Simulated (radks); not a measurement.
Values are calculated unless marked as measured or tabulated.
Species: the gadolinium ion Gd4+. Configuration: [Xe] 4f6 (the NIST ground configuration). Level of theory: Dirac Kohn-Sham, BLYP, spin-unpolarised, spherical densities, finite nucleus; open shells fill j = l - 1/2 first; Fermi nuclear charge, rms radius 5.1569 fm (a radial shooting solver on a logarithmic mesh with Libxc functionals).

Unscreened Slater integrals over Kohn-Sham orbitals (eV). Large and small components are both included. Empty in this configuration: 4f7/2.

integral          value
F0(4f5/2,4f5/2)  31.465
F2(4f5/2,4f5/2)  15.025
F4(4f5/2,4f5/2)  9.4395
F0(4f5/2,5p3/2)  19.653
F2(4f5/2,5p3/2)  6.7240
G2(4f5/2,5p3/2)  3.2665
G4(4f5/2,5p3/2)  2.5872
F0(4f5/2,5p1/2)  20.523
G2(4f5/2,5p1/2)  3.7826
F0(4f5/2,5s1/2)  22.064
G3(4f5/2,5s1/2)  4.0033
F0(4f5/2,4f7/2)  31.304
F2(4f5/2,4f7/2)  14.945
F4(4f5/2,4f7/2)  9.3882
G2(4f5/2,4f7/2)  14.911
G4(4f5/2,4f7/2)  9.3679
G6(4f5/2,4f7/2)  6.7428
F0(5p3/2,5p3/2)  16.329
F2(5p3/2,5p3/2)  8.8537
F0(5p3/2,5p1/2)  16.748
G2(5p3/2,5p1/2)  8.9886
F0(5p3/2,5s1/2)  17.440
G1(5p3/2,5s1/2)  11.595
F0(5p3/2,4f7/2)  19.615
F2(5p3/2,4f7/2)  6.7674
G2(5p3/2,4f7/2)  3.3302
G4(5p3/2,4f7/2)  2.6300
F0(5p1/2,5p1/2)  17.215
F0(5p1/2,5s1/2)  17.988
G1(5p1/2,5s1/2)  12.392
F0(5p1/2,4f7/2)  20.480
G4(5p1/2,4f7/2)  2.9976
F0(5s1/2,5s1/2)  18.903
F0(5s1/2,4f7/2)  22.012
G3(5s1/2,4f7/2)  4.0610
F0(4f7/2,4f7/2)  31.145
F2(4f7/2,4f7/2)  14.867
F4(4f7/2,4f7/2)  9.3386
F6(4f7/2,4f7/2)  6.7212
